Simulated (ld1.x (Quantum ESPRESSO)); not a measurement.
# La (Z = 57), TM: configuration errors across variants

ld1.x (Quantum ESPRESSO) 7.5 input, shortened:

```
&input
   title='La', zed=57., rel=1, dft='PZ', iswitch=3,
   config='[Xe] 4f0 5d1 6s2 6p0'
 /
 &inputp
   pseudotype=2, tm=.true., lloc=0,
   nlcc=.true., new_core_ps=.true., rcore=0.85
 /
4
6P  2  1   0.00   0.00  3.10  3.10  0.0
5D  3  2   1.00   0.00  2.70  2.70  0.0
4F  4  3   0.00   0.00  1.75  1.75  0.0
6S  1  0   2.00   0.00  2.95  2.95  0.0
 &test
   configts(1)='4f0 5d1 6s2 6p0'
 /
```

All-electron excitation energies from the reference (eV): (1) 4f0 5d1 6s1 6p0 6.163; (2) 4f0 5d1 6s0 6p0 17.315; (3) 4f0 5d1 6s1.5 6p0 2.482; (4) 4f0 5d1.5 6s1.5 6p0 0.362; (5) 4f0 5d1 6s0 6p2 5.048; (6) 4f0 5d1 6s1 6p1 2.460; (7) 4f0 5d1 6s2 6p0 spin -0.097; (8) 4f0 5d1 6s1 6p0 spin 5.737.

Spin tests fill each open shell by Hund’s rule, majority spin first.

Tests that are not counted but printed errors over 1 eV. “wave 6p (bound): rc 3.10 bohr becomes 6p (bound): rc 2.08 bohr”: 4f0 5d1 6s0 6p2 (solver errors, printed error -7.6 eV); 4f0 5d1 6s1 6p1 (solver errors, printed error -11.2 eV).

2 further variants failed, have other tests or too few solved ones, and are left out.

A true bound ghost makes a file unfit for plane-wave use even where its test errors are small: the radial tests pick states by their node count and pass the ghost by. Where a test does run into it, the solver fails or the error is huge.

Errors AE − PS in meV (a dash: test not solved or not reliable):

```tsv
change	(1)	(2)	(3)	(4)	(5)	(6)	(7)	(8)	bound ghosts
base	-1.6	-57	0.0	-10	-13	-2.5	-0.4	-3.3	p
all radii but the core radius scaled by about 1.15 (s 3.38, p 3.56, d 3.10, f 2.00 bohr)	-4.5	-53	-0.7	-15	-10	-2.5	-0.4	0.0	none
core correction Bessel-smoothed model core inside 1.90 bohr	-1.6	-56	0.0	-10	-12	-2.5	-0.3	-2.9	p
wave 6p (bound): rc 3.10 bohr becomes 6p (bound): rc 2.08 bohr	-1.6	-57	0.0	-10	–	–	-0.4	-3.3	p
```

(1) Give the same row for: wave 5d (bound): rc 2.70 bohr becomes 5d (bound): rc 2.38 bohr.

## Answers

(1) -1.6, -57, 0.0, -10, -13, -2.5, -0.2, -3.1; bound ghosts: p.
